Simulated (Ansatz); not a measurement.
CH3Cu, SMILES `[CH3][Cu]`. Total charge 0; spin multiplicity 1. Correlated methods include outer-core shells of Cu, which these sets cover unevenly. Scalar relativity is left out up to krypton.

```xyz
5

C     0.050    0.104    0.124
Cu   -0.507   -1.064   -1.268
H     0.894   -0.349    0.646
H    -0.784    0.251    0.813
H     0.347    1.058   -0.316
```

(1) Give the diagnostics of a CCSD(T)/def2-TZVPP run (frozen core, Ansatz 0.2.0). (Best estimate.)

Results:

(1) Ansatz gave: T1 = 0.0308, largest single amplitude 0.095, largest double 0.041, (T) share of the correlation energy 3.3 %, 16 CCSD cycles. The RHF solution is stable towards an unrestricted one. T1 lies over the customary mark of 0.02 for closed shells; compounds of d metals often pass it without a breakdown.
